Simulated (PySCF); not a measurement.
CHF2, multiplicity 2. Atoms are numbered in the order given.

```xyz
4

F     -0.0282    -0.2419    -1.0974
C      0.1498     0.4871     0.0000
F     -0.0282    -0.2419     1.0974
H     -0.3915     1.4321     0.0000
```
Charge 0, spin multiplicity 2.

The structure is a stationary point at B3LYP-D3(BJ)/def2-TZVP. The isomer is the one that the SMILES or the coordinates give; other isomers of the formula were not compared.

These are r2SCAN/def2-TZVPD in PySCF values and carry that method's errors.

Gas-phase values at a fixed geometry.

The total energy comes out as -238.32385 hartree. The point group is Cs, the α spin, highest occupied and lowest empty level comes out as -5.79 and 0.84 eV and the β spin, highest occupied and lowest empty level comes out as -10.39 and -2.19 eV. The dipole moment is 1.33 D. The quadrupole, principal values (traceless, Buckingham form, about the centre of nuclear charge) is -2.26, -0.39, 2.65 D·Å and the mean static polarisability comes out as 17.2 bohr³ (2.55 Å³). The polarisability, principal values is 15.1, 17.7, 18.8 bohr³ and the ⟨S²⟩ comes out as 0.754 (pure state 0.75).
